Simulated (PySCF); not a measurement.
**Dipole response of Au (gold, neutral)**

[Xe] 4f14 5d9 6s2, 2D determinant (an excited configuration). All numbers are calculated (PySCF 2.14, scalar relativity through the core potential, in aug-cc-pwCVDZ-PP with ECP60MDF (6s6p5d3f, 70 functions)). Coupled (time-dependent) response in atomic units; α is the mean over directions. A double-zeta set is small for polarisabilities.

| method | mean α (bohr³) | α xx, yy, zz | C₆ (like pair) | S(−4) |
| --- | --- | --- | --- | --- |
| UHF | 49.17 | 49.58, 49.58, 48.37 | 494.6 | 1006 |
| PBE | 37.73 | 37.71, 37.71, 37.76 | 364.1 | 516.2 |
| PBE0 | 39.38 | 39.47, 39.47, 39.19 | 382.9 | 571.9 |

S(−4) is the Cauchy moment in α(ω) = α(0) + S(−4) ω² + …

Spin-orbit coupling is absent.

α(iu) at PBE:

```csv
u (hartree),α(iu) (bohr³)
0,37.73
0.0500,36.49
0.100,33.35
0.200,25.57
0.300,19.37
0.500,12.36
0.750,8.363
1.00,6.264
1.50,4.002
2.00,2.781
3.00,1.549
5.00,0.6682
```

The components differ because the open shell of this determinant is not spherical; for a pure term their mean is the scalar polarisability.

Energies and moments cover only the electrons outside the core potential. Spin-orbit coupling, absent here, splits the open shell strongly.
